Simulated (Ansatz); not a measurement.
Ansatz (a program for electronic structure) input for B(AsH2)2(OH) (As₂BH₅O), SMILES [AsH2]B(O)[AsH2], B3LYP-D3(BJ)/def2-SVP. 

Ansatz 0.2 input:
```yaml
crystal:
  periodic: [false, false, false]
  atoms:
    - {symbol: B, position_ang: [0.61297225, -0.22604421, 0.09853237]}
    - {symbol: As, position_ang: [-0.94178866, -1.13765939, 1.05861651]}
    - {symbol: H, position_ang: [-0.26303829, -2.49978300, 1.03413368]}
    - {symbol: H, position_ang: [-1.61116683, -1.46277791, -0.25043688]}
    - {symbol: As, position_ang: [0.33784812, 1.36269264, -1.14012444]}
    - {symbol: H, position_ang: [1.73904862, 1.87420602, -0.95610106]}
    - {symbol: H, position_ang: [-0.13366927, 2.24005743, -0.00498518]}
    - {symbol: O, position_ang: [1.87988747, -0.63156245, 0.20317272]}
    - {symbol: H, position_ang: [2.09490278, -1.39507910, 0.74910723]}
basis:
  gaussian:
    orbitals: def2-SVP
hamiltonian:
  xc: b3lyp
  dispersion: d3bj
relax: {f_tol: 0.002, max_steps: 200}
```

Output:

```
[...]
relax step   4: F+E_penalty+E_count = -124474.28808578 eV  Δ(F+E_penalty+E_count) = -1.056e-2 eV  max|allowed force component| = 2.711e-1 eV/Å  Δτ_max = 0.0394 Å  (29 SCF iters, accepted)
these checks for a lower state are left out or cut short: starts, cluster_reference, orbital_swaps, neighbouring_geometries, increment
integrals: 0.07 GiB planned
1251 factors; integrals over basis functions are off by at most 2.8e-4 eV
mean field: 0.70 GiB planned
mean field -124473.88640574 eV, -4574.3309539803 hartree, gradient 1.2e-5 eV, S^2 0.000000; 0 other end points of the search recorded, 0 dependent functions left out
the calculation of the forces begins
reference -124473.88664255 eV, -4574.3309626829 hartree; 42, 42 occupied and 75, 75 virtual orbitals, 1251 factors
relax step   5: F+E_penalty+E_count = -124474.29170319 eV  Δ(F+E_penalty+E_count) = -3.617e-3 eV  max|allowed force component| = 1.360e-1 eV/Å  Δτ_max = 0.0227 Å  (29 SCF iters, accepted)
these checks for a lower state are left out or cut short: starts, cluster_reference, orbital_swaps, neighbouring_geometries, increment
integrals: 0.07 GiB planned
1251 factors; integrals over basis functions are off by at most 2.7e-4 eV
mean field: 0.70 GiB planned
mean field -124473.89530989 eV, -4574.3312812019 hartree, gradient 1.7e-5 eV, S^2 0.000000; 0 other end points of the search recorded, 0 dependent functions left out
the calculation of the forces begins
reference -124473.89554508 eV, -4574.3312898450 hartree; 42, 42 occupied and 75, 75 virtual orbitals, 1251 factors
relax step   6: F+E_penalty+E_count = -124474.30165974 eV  Δ(F+E_penalty+E_count) = -9.957e-3 eV  max|allowed force component| = 5.740e-2 eV/Å  Δτ_max = 0.1430 Å  (29 SCF iters, accepted)
these checks for a lower state are left out or cut short: starts, cluster_reference, orbital_swaps, neighbouring_geometries, increment
integrals: 0.07 GiB planned
1251 factors; integrals over basis functions are off by at most 2.7e-4 eV
mean field: 0.70 GiB planned
mean field -124473.89503062 eV, -4574.3312709390 hartree, gradient 1.5e-5 eV, S^2 0.000000; 0 other end points of the search recorded, 0 dependent functions left out
the calculation of the forces begins
reference -124473.89526652 eV, -4574.3312796082 hartree; 42, 42 occupied and 75, 75 virtual orbitals, 1251 factors
relax step   7: F+E_penalty+E_count = -124474.30168969 eV  Δ(F+E_penalty+E_count) = -2.995e-5 eV  max|allowed force component| = 3.305e-1 eV/Å  Δτ_max = 0.2000 Å  (28 SCF iters, accepted)
these checks for a lower state are left out or cut short: starts, cluster_reference, orbital_swaps, neighbouring_geometries, increment
integrals: 0.07 GiB planned
1251 factors; integrals over basis functions are off by at most 2.7e-4 eV
mean field: 0.70 GiB planned
mean field evaluation 64: about -124473.9018 eV, gradient 1.3e-5 eV
mean field -124473.90182866 eV, -4574.3315207624 hartree, gradient 1.3e-5 eV, S^2 0.000000; 0 other end points of the search recorded, 0 dependent functions left out
the calculation of the forces begins
reference -124473.90206459 eV, -4574.3315294327 hartree; 42, 42 occupied and 75, 75 virtual orbitals, 1251 factors
relax step   8: F+E_penalty+E_count = -124474.30947425 eV  Δ(F+E_penalty+E_count) = -7.785e-3 eV  max|allowed force component| = 9.689e-2 eV/Å  Δτ_max = 0.0471 Å  (30 SCF iters, accepted)
these checks for a lower state are left out or cut short: starts, cluster_reference, orbital_swaps, neighbouring_geometries, increment
integrals: 0.07 GiB planned
1251 factors; integrals over basis functions are off by at most 2.7e-4 eV
mean field: 0.70 GiB planned
mean field -124473.90526544 eV, -4574.3316470617 hartree, gradient 1.4e-5 eV, S^2 0.000000; 0 other end points of the search recorded, 0 dependent functions left out
the calculation of the forces begins
reference -124473.90550041 eV, -4574.3316556965 hartree; 42, 42 occupied and 75, 75 virtual orbitals, 1251 factors
relax step   9: F+E_penalty+E_count = -124474.31322709 eV  Δ(F+E_penalty+E_count) = -3.753e-3 eV  max|allowed force component| = 3.796e-2 eV/Å  Δτ_max = 0.0933 Å  (29 SCF iters, accepted)
these checks for a lower state are left out or cut short: starts, cluster_reference, orbital_swaps, neighbouring_geometries, increment
integrals: 0.07 GiB planned
1251 factors; integrals over basis functions are off by at most 2.8e-4 eV
mean field: 0.70 GiB planned
mean field -124473.90354773 eV, -4574.3315839368 hartree, gradient 2.0e-5 eV, S^2 0.000000; 0 other end points of the search recorded, 0 dependent functions left out
the calculation of the forces begins
reference -124473.90378339 eV, -4574.3315925974 hartree; 42, 42 occupied and 75, 75 virtual orbitals, 1251 factors
relax step  10: F+E_penalty+E_count = -124474.31185279 eV  Δ(F+E_penalty+E_count) = +1.374e-3 eV  max|allowed force component| = 1.698e-1 eV/Å  Δτ_max = 0.1410 Å  (28 SCF iters, rejected (line search))
these checks for a lower state are left out or cut short: starts, cluster_reference, orbital_swaps, neighbouring_geometries, increment
integrals: 0.07 GiB planned
1251 factors; integrals over basis functions are off by at most 2.8e-4 eV
mean field: 0.70 GiB planned
mean field -124473.90443830 eV, -4574.3316166647 hartree, gradient 1.3e-5 eV, S^2 0.000000; 0 other end points of the search recorded, 0 dependent functions left out
the calculation of the forces begins
reference -124473.90467361 eV, -4574.3316253124 hartree; 42, 42 occupied and 75, 75 virtual orbitals, 1251 factors
relax step  11: F+E_penalty+E_count = -124474.31258694 eV  Δ(F+E_penalty+E_count) = +6.401e-4 eV  max|allowed force component| = 1.152e-1 eV/Å  Δτ_max = 0.0705 Å  (29 SCF iters, rejected (line search))
these checks for a lower state are left out or cut short: starts, cluster_reference, orbital_swaps, neighbouring_geometries, increment
integrals: 0.07 GiB planned
1251 factors; integrals over basis functions are off by at most 2.7e-4 eV
mean field: 0.70 GiB planned
mean field -124473.90597817 eV, -4574.3316732540 hartree, gradient 1.2e-5 eV, S^2 0.000000; 0 other end points of the search recorded, 0 dependent functions left out
the calculation of the forces begins
reference -124473.90621317 eV, -4574.3316818901 hartree; 42, 42 occupied and 75, 75 virtual orbitals, 1251 factors
relax step  12: F+E_penalty+E_count = -124474.31404236 eV  Δ(F+E_penalty+E_count) = -8.153e-4 eV  max|allowed force component| = 1.719e-2 eV/Å  Δτ_max = 0.0345 Å  (30 SCF iters, accepted)
these checks for a lower state are left out or cut short: starts, cluster_reference, orbital_swaps, neighbouring_geometries, increment
integrals: 0.07 GiB planned
1251 factors; integrals over basis functions are off by at most 2.8e-4 eV
mean field: 0.70 GiB planned
mean field evaluation 96: about -124473.9060 eV, gradient 3.9e-5 eV
mean field -124473.90600265 eV, -4574.3316741535 hartree, gradient 1.3e-5 eV, S^2 0.000000; 0 other end points of the search recorded, 0 dependent functions left out
the calculation of the forces begins
reference -124473.90623833 eV, -4574.3316828146 hartree; 42, 42 occupied and 75, 75 virtual orbitals, 1251 factors
relax step  13: F+E_penalty+E_count = -124474.31434747 eV  Δ(F+E_penalty+E_count) = -3.051e-4 eV  max|allowed force component| = 7.072e-2 eV/Å  Δτ_max = 0.0936 Å  (29 SCF iters, accepted)
these checks for a lower state are left out or cut short: starts, cluster_reference, orbital_swaps, neighbouring_geometries, increment
integrals: 0.07 GiB planned
1251 factors; integrals over basis functions are off by at most 2.8e-4 eV
mean field: 0.70 GiB planned
mean field -124473.90621933 eV, -4574.3316821163 hartree, gradient 1.2e-5 eV, S^2 0.000000; 0 other end points of the search recorded, 0 dependent functions left out
the calculation of the forces begins
reference -124473.90645480 eV, -4574.3316907697 hartree; 42, 42 occupied and 75, 75 virtual orbitals, 1251 factors
relax step  14: F+E_penalty+E_count = -124474.31480353 eV  Δ(F+E_penalty+E_count) = -4.561e-4 eV  max|allowed force component| = 1.422e-2 eV/Å  Δτ_max = 0.0080 Å  (31 SCF iters, accepted)
these checks for a lower state are left out or cut short: starts, cluster_reference, orbital_swaps, neighbouring_geometries, increment
integrals: 0.07 GiB planned
1251 factors; integrals over basis functions are off by at most 2.8e-4 eV
mean field: 0.70 GiB planned
mean field -124473.90618369 eV, -4574.3316808065 hartree, gradient 1.5e-5 eV, S^2 0.000000; 0 other end points of the search recorded, 0 dependent functions left out
the calculation of the forces begins
reference -124473.90641913 eV, -4574.3316894589 hartree; 42, 42 occupied and 75, 75 virtual orbitals, 1251 factors
relax step  15: F+E_penalty+E_count = -124474.31484726 eV  Δ(F+E_penalty+E_count) = -4.373e-5 eV  max|allowed force component| = 8.599e-3 eV/Å  Δτ_max = 0.0045 Å  (23 SCF iters, accepted)
these checks for a lower state are left out or cut short: starts, cluster_reference, orbital_swaps, neighbouring_geometries, increment
integrals: 0.07 GiB planned
1251 factors; integrals over basis functions are off by at most 2.8e-4 eV
mean field: 0.70 GiB planned
mean field -124473.90628898 eV, -4574.3316846759 hartree, gradient 3.9e-5 eV, S^2 0.000000; 0 other end points of the search recorded, 0 dependent functions left out
the calculation of the forces begins
reference -124473.90652443 eV, -4574.3316933287 hartree; 42, 42 occupied and 75, 75 virtual orbitals, 1251 factors
relax step  16: F+E_penalty+E_count = -124474.31485470 eV  Δ(F+E_penalty+E_count) = -7.446e-6 eV  max|allowed force component| = 2.026e-3 eV/Å  Δτ_max = 0.0018 Å  (20 SCF iters, accepted)
these checks for a lower state are left out or cut short: starts, cluster_reference, orbital_swaps, neighbouring_geometries, increment
integrals: 0.07 GiB planned
1251 factors; integrals over basis functions are off by at most 2.8e-4 eV
mean field: 0.70 GiB planned
mean field -124473.90629150 eV, -4574.3316847684 hartree, gradient 2.4e-5 eV, S^2 0.000000; 0 other end points of the search recorded, 0 dependent functions left out
the calculation of the forces begins
reference -124473.90652695 eV, -4574.3316934213 hartree; 42, 42 occupied and 75, 75 virtual orbitals, 1251 factors
relax step  17: F+E_penalty+E_count = -124474.31485503 eV  Δ(F+E_penalty+E_count) = -3.257e-7 eV  max|allowed force component| = 1.038e-3 eV/Å  Δτ_max = 0.0007 Å  (18 SCF iters, accepted)
integrals: 0.07 GiB planned
1251 factors; integrals over basis functions are off by at most 2.8e-4 eV
mean field: 0.70 GiB planned
mean field evaluation 128: about -124473.8883 eV, gradient 1.6e-1 eV
mean field -124473.90629150 eV, -4574.3316847685 hartree, gradient 2.4e-5 eV, S^2 0.000000; 1 other end points of the search recorded, 0 dependent functions left out
the calculation of the forces begins
reference -124473.90652695 eV, -4574.3316934213 hartree; 42, 42 occupied and 75, 75 virtual orbitals, 1251 factors
Total energy: -124474.31509049 eV, -4574.3467078543 hartree
Atom 0 at     0.799527    -0.286098     0.072872 Å, force    -0.000112    -0.000314     0.000812 eV/Å
Atom 1 at    -0.786638    -1.059902     1.145138 Å, force    -0.000198    -0.000223     0.000239 eV/Å
Atom 2 at    -0.384025    -2.528531     0.965084 Å, force     0.000077     0.000013    -0.000141 eV/Å
Atom 3 at    -1.729300    -1.070165    -0.054276 Å, force     0.000052    -0.000029    -0.000093 eV/Å
Atom 4 at     0.503322     1.293683    -1.209282 Å, force     0.000042     0.000348    -0.000041 eV/Å
Atom 5 at     1.652696     2.135086    -0.658450 Å, force     0.000026    -0.000010    -0.000322 eV/Å
Atom 6 at    -0.551901     1.971167    -0.337501 Å, force    -0.000035    -0.000038    -0.000034 eV/Å
Atom 7 at     2.057162    -0.768253     0.162950 Å, force     0.001038     0.000733    -0.000884 eV/Å
Atom 8 at     2.154154    -1.562936     0.705379 Å, force    -0.000889    -0.000480     0.000463 eV/Å
Dipole moment:     0.150144    -0.301141     0.193519 e Å
```

The run converged.
